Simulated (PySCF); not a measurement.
Isomers of C6H11NOSi, mass 141.061 u with the commonest isotopes. Level of theory: PBE0/pcSseg-1 in PySCF (dipole) on a GFN2-xTB geometry, gas phase. One conformer each, none proved a minimum here; rigid rotors.

Question: Order these by rotational constant A, smallest first.
A. `[H]/[N:1]=[CH:2]\[CH:3]=[CH:4]/[C:5](=[O:6])[CH2:7][CH2:8][SiH3:9]` with N1–C2–C3–C4 -26°, C3–C4–C5–O6 33°, C4–C5–C7–C8 160°, C5–C7–C8–Si9 46°
B. `[CH3:1][Si:2]1([CH3:3])[CH2:4][C@H:5]([C:6]#[N:7])[CH2:8][O:9]1` with C1–Si2–C4–C5 135°, Si2–C4–C5–C6 85°, C4–C5–C8–O9 35°, C5–C8–O9–Si2 -19°
C. `[H]/[N:2]=[CH:3]\[CH2:4][SiH2:5][O:6][C@:7]12[CH2:8][C@H:9]1[CH2:10]2` with N2–C3–C4–Si5 98°, C3–C4–Si5–O6 63°, C4–Si5–O6–C7 -177°, Si5–O6–C7–C8 129°

Answer: B (2258 MHz), A (2712 MHz), C (3179 MHz).

Question: Order these by rotational constant B, smallest first.
A. `[H]/[N:1]=[CH:2]\[CH:3]=[CH:4]/[C:5](=[O:6])[CH2:7][CH2:8][SiH3:9]` with N1–C2–C3–C4 -26°, C3–C4–C5–O6 33°, C4–C5–C7–C8 160°, C5–C7–C8–Si9 46°
B. `[H]/[N:2]=[CH:3]\[CH2:4][SiH2:5][O:6][C@:7]12[CH2:8][C@H:9]1[CH2:10]2` with N2–C3–C4–Si5 98°, C3–C4–Si5–O6 63°, C4–Si5–O6–C7 -177°, Si5–O6–C7–C8 129°
C. `[CH3:1][Si:2]1([CH3:3])[CH2:4][C@H:5]([C:6]#[N:7])[CH2:8][O:9]1` with C1–Si2–C4–C5 135°, Si2–C4–C5–C6 85°, C4–C5–C8–O9 35°, C5–C8–O9–Si2 -19°

Answer: B (690.3 MHz), A (762.3 MHz), C (1099 MHz).

Question: Order these by out-of-plane moment Σ m c² = (Ia + Ib − Ic)/2, largest first.
A. `[H]/[N:2]=[CH:3]\[CH2:4][SiH2:5][O:6][C@:7]12[CH2:8][C@H:9]1[CH2:10]2` with N2–C3–C4–Si5 98°, C3–C4–Si5–O6 63°, C4–Si5–O6–C7 -177°, Si5–O6–C7–C8 129°
B. `[H]/[N:1]=[CH:2]\[CH:3]=[CH:4]/[C:5](=[O:6])[CH2:7][CH2:8][SiH3:9]` with N1–C2–C3–C4 -26°, C3–C4–C5–O6 33°, C4–C5–C7–C8 160°, C5–C7–C8–Si9 46°
C. `[CH3:1][Si:2]1([CH3:3])[CH2:4][C@H:5]([C:6]#[N:7])[CH2:8][O:9]1` with C1–Si2–C4–C5 135°, Si2–C4–C5–C6 85°, C4–C5–C8–O9 35°, C5–C8–O9–Si2 -19°

Answer: C (75.27 u·Å²), A (39.01 u·Å²), B (25.92 u·Å²).

```tsv
SMILES	point group	Ia (u·Å²)	Ib (u·Å²)	Ic (u·Å²)	κ	μa (D)	μb (D)	μc (D)
[H]/N=C\C=C/C(=O)CC[SiH3]	C1	186.32	662.96	797.45	-0.88	1.01	4.94	0.07
[H]/N=C\C[SiH2]O[C@]12C[C@H]1C2	C1	158.99	732.15	813.13	-0.95	0.89	2.49	0.24
C[Si]1(C)C[C@H](C#N)CO1	C1	223.77	459.81	533.05	-0.77	2.51	2.42	1.89
```
